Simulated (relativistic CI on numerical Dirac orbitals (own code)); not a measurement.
# Eu38+: q coefficients and field-shift factors

These numbers are calculated, not measured: Dirac-Coulomb-Breit CI, orbitals from a KLI potential per configuration, derivatives by finite differences, unscaled Slater integrals, QED left out (own radial code, finite nucleus).

CI space (outside the closed core [Ne]): 3s2 3p6 3d7, 3s2 3p5 3d8, 3s2 3p4 3d9, 3s 3p6 3d8, 3p6 3d9, 3s 3p5 3d9, 3s2 3p6 3d6 4s, 3s2 3p6 3d6 4p. Levels of other configurations are missing.

With x = (α/α₀)² − 1 an excitation energy changes as ω = ω₀ + qx; K = 2q/ω₀ is the relative enhancement. Terms are leading LS components, so labels can repeat. The field-shift factor is F = δν/δ⟨r²⟩ for the transition from the lowest level.

Lowest level 3s2 3p6 3d7 4F_9/2.

```csv
Level,ω₀ (cm⁻¹),q (cm⁻¹),K,F (GHz/fm²)
3s2 3p6 3d7 2P_3/2,80406,2559,0.0637,-0.2
3s2 3p6 3d7 2D_5/2,116614,23710,0.407,0.484
3s2 3p6 3d7 4F_7/2,228761,252000,2.2,3.61
3s2 3p6 3d7 2G_9/2,281970,237300,1.68,3.6
3s2 3p6 3d7 4F_3/2,291012,258100,1.77,3.78
3s2 3p6 3d7 4P_5/2,303797,262200,1.73,3.93
3s2 3p6 3d7 4P_1/2,317281,250200,1.58,3.44
3s2 3p6 3d7 2H_11/2,336875,239600,1.42,3.9
3s2 3p6 3d7 2G_7/2,369929,263300,1.42,4.02
3s2 3p6 3d7 2F_5/2,413741,236600,1.14,3.82
3s2 3p6 3d7 2D_3/2,509981,345300,1.35,5.53
3s2 3p6 3d7 4F_5/2,512556,488400,1.91,7.05
3s2 3p6 3d7 2P_3/2,543630,418600,1.54,6.13
3s2 3p6 3d7 2P_1/2,569407,502400,1.76,6.99
3s2 3p6 3d7 2H_9/2,570919,492200,1.72,7.46
3s2 3p6 3d7 2F_7/2,598817,475000,1.59,7.09
3s2 3p6 3d7 2D_5/2,753534,492100,1.31,7.79
3s2 3p6 3d7 2D_3/2,829700,735900,1.77,10.6
3s2 3p5 3d8 4G°_11/2,2430837,326600,0.269,13.7
3s2 3p5 3d8 2D°_5/2,2512455,327900,0.261,12.5
3s2 3p5 3d8 2F°_7/2,2516335,332800,0.264,12.2
3s2 3p5 3d8 4F°_9/2,2571400,329500,0.256,13.8
3s2 3p5 3d8 2S°_1/2,2639985,345300,0.262,14
```

At this charge energies of transitions that change n are usually good to better than 1 %, and those within a shell (Δn = 0) to a few per cent. Terms inside the open d or f shell come out 10 to 20 % too wide with unscaled integrals.
